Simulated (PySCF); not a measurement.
Unknown compound

Molecular formula: C₈H₁₂Si. Simulated spectra:

$^{1}$H NMR (600 MHz, computed): δ 7.39 (m, 2H), 7.34 (m, 2H), 3.89 (t, 3H), 2.44 (s, 3H), 2.30 (q, 2H).

$^{13}$C{$^{1}$H} NMR (computed): δ 142.7 (C), 139.4 (C), 134.7 (CH, 2C), 133.0 (CH, 2C), 23.8 (CH3), 21.1 (CH2).

How the numbers were obtained: shieldings: GIAO PBE0/pcSseg-1, structure optimised with GFN2-xTB, in PySCF (no solvent, equivalent nuclei averaged, non-relativistic, one conformer).

Scale: TMS for $^{1}$H (σref 31.72) and $^{13}$C (σref 186.93) (reference shieldings calculated alike).

Q: Which of these isomers gave the spectra?
A. C=CC1=C[SiH2][C@H]2C[C@@H]1C2
B. C[Si@@H]1C=CC=C1C1CC1
C. Cc1ccc(C[SiH3])cc1

A: C. 

- The formula gives 4 degrees of unsaturation (1 ring in the answer).
- 6 carbon signals for 8 carbons: some carbons are equivalent by symmetry or fast rotation.
- Carbon types of the structure: 2 × C, 4 × CH, 1 × CH2, 1 × CH3, leaving 3 H on heteroatoms.
- δC 142.7, 139.4: substituted aromatic carbon.
- δC 134.7, 133.0: aromatic CH; the aromatic region.
- δC 23.8: methyl carbon on an aromatic ring; a saturated carbon with 1 carbon neighbour and no heteroatom attached.
- δH 2.44: hydrogen on a methyl carbon on an aromatic ring; benzylic-type position, deshielded by the ring.
- δH 2.30: hydrogen on an sp3 CH2 bonded to Si, on an aromatic ring; benzylic-type position, deshielded by the ring.

The others: C=CC1=C[SiH2][C@H]2C[C@@H]1C2 would give 7 carbon signals, not 6; C[Si@@H]1C=CC=C1C1CC1 would give 8 carbon signals, not 6.

Shifts are as computed. Against solution values, carbons near 30 ppm lie about +3 ppm off and those near 130 ppm about +5 ppm. Of 1211 compounds with measured shifts, 218 miss one by over three times the rms of a fit or turn the order of signals round; such compounds aren't used in these exercises. Multiplicities follow the n + 1 count of equivalent neighbours, as no J values were calculated; m marks all less simple cases, F and P coupling included.
